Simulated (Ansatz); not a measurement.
`CNC(=O)[SiH2]Cl` + `[Cl][GeH3]` → `Cl[SiH2][GeH2][Cl]` + `CNC=O`  (formal exchange of groups at the Si–C bond)

Computed with Ansatz on PBE0-D4/def2-TZVP structures; ΔE is electronic, products minus reactants. CBS: MP2 limit from def2 TZ/QZ plus the TZ coupled-cluster correction, frozen cores. DFT in def2-TZVPP. For Ge outer-core shells are correlated without core-valence functions, which leaves a few kJ/mol of doubt a bond. Scalar relativity is left out up to krypton. Each species was taken in one conformer, which may not be the lowest.

```
         level  ΔE (eV)
       PBE0-D4    -0.23
MP2/def2-TZVPP    -0.15
```

(1) What does CCSD(T)/CBS give? (Estimate.)

Largest T1 diagnostic among the species: 0.015.

Results:

(1) Computed: -0.18 eV. The listed levels differ from it by -0.05, 0.03 eV.

In def2-TZVPP, CCSD(T) changes the Hartree–Fock value by +0.05 eV (the triples alone add +0.03 eV) and MP2 by +0.06 eV.
